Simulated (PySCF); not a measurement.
Z-matrix (Å, degrees):
```
Nb
O 1 1.7065
F 1 1.8699 2 107.55
F 1 1.8703 2 107.50 3 119.91
F 1 1.8704 2 107.49 4 120.19
```
Charge 0, spin multiplicity 1.

Question: What is the computed LUMO, dipole moment and HOMO–LUMO gap (PySCF with TPSSh-D3(BJ)/def2-TZVP // TPSS-D3(BJ)/def2-SVP)?

Answer: 
```yaml
LUMO: -2.91 eV
dipole_moment: 1.36 D
HOMO–LUMO gap: 6.74 eV
```
